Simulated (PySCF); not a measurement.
Simulated absorption spectrum

Species: C3H10N2OSi.
SMILES: `CCNC(=O)[SiH2]N`

Computed with PySCF, TDDFT wB97X-D/def2-SVPD, vertical, gas phase, core orbitals frozen in the response. Isolated species at its GFN2-xTB geometry (one conformer only). Torsions of this conformer, `[CH3:1][CH2:2][NH:3][C:4](=[O:5])[SiH2:6][NH2:7]`: C1–C2–N3–C4 -118°, C2–N3–C4–O5 -2°, N3–C4–Si6–N7 -28°, H–N7–Si6–C4 -57°, H–N7–Si6–C4 169°.

Broadening: Gaussians 0.4 eV wide at half height, area fixed by f = 4.319×10⁻⁹ ∫ε dν̃. The width is an assumption, not a result. The curve ends short of the highest state used, and states not computed would add to its high-energy end.

(λ (nm), ε (L mol⁻¹ cm⁻¹)): (172.8, 4303), (177.0, 6689), (181.2, 6996), (185.4, 6901), (189.6, 6874), (193.8, 4521), (198.0, 1704), (202.2, 378), (206.4, 52), (210.6, 5), (214.8, 0), (219.0, 0), (223.2, 0), (227.4, 0), (231.6, 1), (235.8, 6), (240.0, 21), (244.2, 54), (248.4, 107), (252.6, 161), (256.9, 190), (261.1, 180), (265.3, 140), (269.5, 91), (273.7, 50), (277.9, 24), (282.1, 10), (286.3, 4), (290.5, 1), (294.7, 0)

(1) Where are the band maxima, and which computed states make them?

(2) Coming from long wavelengths, where does ε first pass 100 L mol⁻¹ cm⁻¹?

(3) On this curve, what absorbance would a 10⁻⁵ mol/L sample give at 254 nm over a 1 cm path?

Answers

(1) 258 nm (4.81 eV), ε about 190, made up of S1 (100%); 188 nm (6.60 eV), ε about 7100, made up of S2 (64%) and S3 (22%) (hardly more than a shoulder); 179 nm (6.91 eV), ε about 7100, made up of S4 (45%) and S5 (35%) (ε in L mol⁻¹ cm⁻¹; maxima over ε = 5, shares over 10%). The states used: S1 4.81 eV (f 0.0028); S2 6.52 eV (f 0.075); S3 6.63 eV (f 0.024); S4 6.90 eV (f 0.047); S5 6.95 eV (f 0.038); S6 7.17 eV (f 0.033); S7 7.52 eV (f 0.0098); S8 7.77 eV (f 0.038).

(2) At about 269 nm (4.62 eV), 0.19 eV below S1.

(3) 254 nm is 4.881 eV, where ε is about 170 L mol⁻¹ cm⁻¹, so A = ε c l ≈ 0.0017 (Beer–Lambert, with the gas-phase spectrum and the assumed width).
